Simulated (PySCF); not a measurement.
RhS₂⁻ at several levels of theory

All levels use the PBE0 minimum (quintet; Rh–S 2.188 Å (×2); S–Rh–S 140.9°), basis [Rh def2-SVPD with ECP28, S def2-SVPD], scalar-relativistic core potentials, density fitting, no spin–orbit coupling, PySCF. For vertical energies the ionised species is a quartet (spins chosen at PBE0 and kept). Open shells are unrestricted, also as the reference of the correlated levels. Dipoles are about the centre of mass. A dash marks a value that was not computed or is not defined at that level.

```csv
level,vertical detachment energy (eV),−ε(HOMO) (eV),dipole (D)
PBE0,?,?,?
HF,3.22,3.05,3.97
MP2,3.36,–,–
PBE,2.79,0.12,2.57
r2SCAN,?,?,?
B3LYP,3.06,1.12,2.93
```

Question: Fill in the row of PBE0.

Answer: vertical detachment energy (eV) 3.20, −ε(HOMO) (eV) 1.43, dipole (D) 3.02.

Question: Fill in the row of r2SCAN.

Answer: vertical detachment energy (eV) 3.04, −ε(HOMO) (eV) 0.44, dipole (D) 2.82.

Spin contamination in at least one species weakens the values at: HF, MP2.

With open d or f shells other occupations or spin states may lie lower. The lowest empty level of this anion is unbound, so it and the gap depend on the basis.
